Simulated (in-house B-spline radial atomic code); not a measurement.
Results of a calculation; reference values are marked as such.
**Making a Troullier-Martins p channel for K, r_c = 1.62 bohr**

K, [Ar] 4s1, non-relativistic LDA (VWN5), spherical and spin-unpolarised, from a B-spline radial code for spherical atoms (atomic units). The all-electron 3p level is ε = -0.693777 hartree, its outermost node lies just inside 0.46 bohr and its outer maximum at 1.16 bohr.

Inside r_c the pseudo-orbital is u(r) = r^2 exp(p(r)), with p = c0 + c2 r² + c4 r⁴ + … + c12 r¹². The seven coefficients follow from p and its first four derivatives at r_c, from zero curvature of the screened potential at the origin, c4 = −c2²/(2l + 5), and from the norm inside r_c. At r_c the all-electron orbital has P = 0.7417448, P' = -0.4762626, the screened potential V = -1.245112, V' = 1.743033, V'' = -3.510275, and the norm inside is Q = 0.6756067.

Q: What are p, p' and p'' at r_c?

A: p = ln(P/r_c^2) = ln(0.7417448/2.6244) = -1.26360. p' = P'/P − 2/r_c = -0.64208 − 1.23457 = -1.87665. The radial equation gives p'' = 2(V − ε) − 2(2) p'/r_c − p'² = -1.10267 − (-4.63371) − 3.52182 = 0.00922. Differentiating, p''' = 2V' + 2(2)p'/r_c² − 2(2)p''/r_c − 2p'p'' = 0.63759, and p'''' = 2V'' − 4(2)p'/r_c³ + 4(2)p''/r_c² − 2(2)p'''/r_c − 2p''² − 2p'p''' = -2.6426.

For a trial c2 the five matching conditions are linear in c0, c6, c8, c10 and c12, and c2 is varied until the norm inside r_c equals Q. The root nearest zero gives:

```tsv
n	c_n
0	0.5910642
2	-0.715035
4	-0.07303929
6	0.03056
8	0.006114258
10	-0.00361659
12	0.0004062831
```

Q: Check c4 and p(r_c), and find the screened pseudopotential at the origin.

A: −c2²/7 = -0.0730393, as listed. The terms c_n r_c^n are 0.59106, -1.87654, -0.50306, 0.55239, 0.29004, -0.45025, 0.13274, which sum to -1.26360. Inverting the radial equation, V_l(r) = ε + 2 p'/r + (p'' + p'²)/2, so V_l(0) = ε + (2l + 3) c2 = -0.693777 + 5 × (-0.715035) = -4.2690 hartree, finite where the all-electron potential diverges.

Orbitals and screened potentials:

| r (bohr) | P | u | V all-electron | V pseudo |
| --- | --- | --- | --- | --- |
| 0.162 | -0.4089 | 0.04651 | -74.54 | -4.268 |
| 0.405 | -0.1202 | 0.263 | -18.69 | -4.236 |
| 0.648 | 0.4572 | 0.5558 | -8.289 | -4.056 |
| 0.891 | 0.7902 | 0.7892 | -4.545 | -3.573 |
| 1.134 | 0.886 | 0.8808 | -2.761 | -2.753 |
| 1.377 | 0.8441 | 0.8437 | -1.798 | -1.849 |
| 1.62 | 0.7417 | 0.7417 | -1.245 | -1.245 |

Logarithmic derivatives P'/P at R = 1.92 bohr, for energies E around ε:

```json
{"E − ε (hartree)": "-0.5", "all-electron": "0.531508", "pseudo": "0.529604"}
{"E − ε (hartree)": "-0.25", "all-electron": "0.0265439", "pseudo": "0.0256349"}
{"E − ε (hartree)": "-0.1", "all-electron": "-0.414034", "pseudo": "-0.414266"}
{"E − ε (hartree)": "0", "all-electron": "-0.812539", "pseudo": "-0.812539"}
{"E − ε (hartree)": "0.1", "all-electron": "-1.3536", "pseudo": "-1.35411"}
{"E − ε (hartree)": "0.25", "all-electron": "-2.7019", "pseudo": "-2.70908"}
{"E − ε (hartree)": "0.5", "all-electron": "-13.8625", "pseudo": "-14.3099"}
```

Q: With P(R) = 0.5948915 and a norm of 0.8101967 inside R, what slope in energy does norm conservation fix?

A: d(P'/P)/dE = −2 × (norm inside R)/P(R)² = -4.5787 per hartree·bohr at E = ε, for both atoms, since orbital and norm agree at R. Differences over ±0.1 hartree give -4.6978 (all-electron) and -4.6992 (pseudo), which also hold third-order terms. Half a hartree below ε the two curves differ by -0.0019.
